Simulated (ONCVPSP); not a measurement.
**beryllium, ONCV: configuration errors across variants**

| Property | Result |
| --- | --- |
| Element | beryllium |
| Generator | ONCVPSP 4.0.1 |
| Type | optimised norm-conserving Vanderbilt (ONCV) |
| Functional | PBE |
| Relativity | scalar-relativistic |
| Frozen core | none |
| Valence charge | 4 |
| Reference configuration | 1s2 2s2 |
| Partial waves | 1s+2s: rc 0.75 bohr, ncon 4, nbas 8, qcut 15.9 1/bohr, 2 projectors; p scattering state at 0.06 Ha: rc 0.60 bohr, ncon 4, nbas 8, qcut 12.2 1/bohr, 2 projectors, debl 3.4 Ha |
| Local potential | polynomial inside 0.50 bohr (lpopt 5, dvloc0 -1 Ha) |
| Core correction | none |

All-electron excitation energies from the reference (eV): (1) 1s2 2s1 9.551; (2) 1s2 2s0 27.499; (3) 1s2 2s1.5 3.761; (4) 1s2 2s0 2p2 7.251.

3 further variants failed, have other tests or another functional or relativity, and are left out.

Errors AE − PS in meV (a dash: test not solved or not reliable):

```tsv
change	(1)	(2)	(3)	(4)	bound ghosts	GHOST(+) flags above zero
base	+0.5	+3.4	+0.1	+3.3	none	none
p: qcut 13.4	+0.5	+3.4	+0.1	+3.3	none	none
s: rc 0.76	+0.5	+3.4	+0.1	+3.3	none	none
p: rc 0.5	+0.5	+3.4	+0.1	+3.2	none	p
p: nbas 9	+0.5	+3.4	+0.1	+3.3	none	none
```

Question: Give the same row for: all radii scaled by about 1.04 (s 0.78, p 0.62 bohr); local potential polynomial inside 0.52 bohr (lpopt 5, dvloc0 -1 Ha).

Answer: +0.5, +3.5, +0.1, +3.5; bound ghosts: none; GHOST(+) flags above zero: none.
